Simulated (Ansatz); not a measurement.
Input and output for CH$_{5}$AlBCl (`[AlH2][BH]CCl`).

```yaml
crystal:
  periodic: [false, false, false]
  atoms:
    - {symbol: Al, position_ang: [-0.578628, 1.700319, -0.363978]}
    - {symbol: B, position_ang: [-0.312112, -0.213431, 0.505338]}
    - {symbol: C, position_ang: [0.887811, -1.185568, 0.243605]}
    - {symbol: Cl, position_ang: [-0.303071, -1.795692, -0.995780]}
    - {symbol: H, position_ang: [-1.140598, 1.919185, -1.840053]}
    - {symbol: H, position_ang: [-0.240750, 3.017121, 0.474519]}
    - {symbol: H, position_ang: [-1.093518, -0.614882, 1.324531]}
    - {symbol: H, position_ang: [1.093009, -2.002468, 0.931004]}
    - {symbol: H, position_ang: [1.776357, -0.870884, -0.296287]}
basis:
  gaussian: {orbitals: aug-cc-pVTZ}
hamiltonian: {xc: {name: r2SCAN}}
output: {forces: true}
```

```sh
$ ansatz run in.yaml --threads 2 --pin off --events-out ev --progress --plain --max-ram 4352MiB
```

It prints (some lines left out):

```
Functional definition: r2SCAN
1448 factors; their error is unknown
mean field evaluation 1: about -20899.4925 eV, gradient 6.8e1 eV
mean field evaluation 2: about -20872.4053 eV, gradient 1.1e2 eV
mean field evaluation 4: about -20911.4783 eV, gradient 5.7e0 eV
mean field evaluation 8: about -20911.5440 eV, gradient 3.4e-1 eV
mean field evaluation 16: about -20911.5441 eV, gradient 6.0e-5 eV
mean field -20911.54412796 eV, -768.4850723487 hartree, gradient 6.0e-5 eV, S^2 0.000000; 0 other end points of the search recorded, 0 dependent functions left out
reference -20911.54415256 eV, -768.4850732530 hartree; 23, 23 occupied and 284, 284 virtual orbitals, 1448 factors
Total energy: -20911.54415256 eV, -768.4850732530 hartree
Atom 0 at    -0.578628     1.700319    -0.363978 Å, force     0.001261    -0.009379     0.013971 eV/Å
Atom 1 at    -0.312112    -0.213431     0.505338 Å, force    -0.064342     0.116829     0.077651 eV/Å
Atom 2 at     0.887811    -1.185568     0.243605 Å, force     0.259656     0.083079     0.253109 eV/Å
Atom 3 at    -0.303071    -1.795692    -0.995780 Å, force    -0.204924    -0.196568    -0.300317 eV/Å
Atom 4 at    -1.140598     1.919185    -1.840053 Å, force    -0.004474     0.008883    -0.008613 eV/Å
Atom 5 at    -0.240750     3.017121     0.474519 Å, force    -0.002717     0.012488     0.000075 eV/Å
Atom 6 at    -1.093518    -0.614882     1.324531 Å, force     0.029687     0.004462    -0.016101 eV/Å
Atom 7 at     1.093009    -2.002468     0.931004 Å, force     0.006101     0.003985    -0.024278 eV/Å
Atom 8 at     1.776357    -0.870884    -0.296287 Å, force    -0.020247    -0.023779     0.004503 eV/Å
Dipole moment:     0.298350    -0.282282     0.102071 e Å
```

Run time 15 s (2 threads of an Arm Neoverse V1 on a shared host); peak host memory 0.49 GiB.
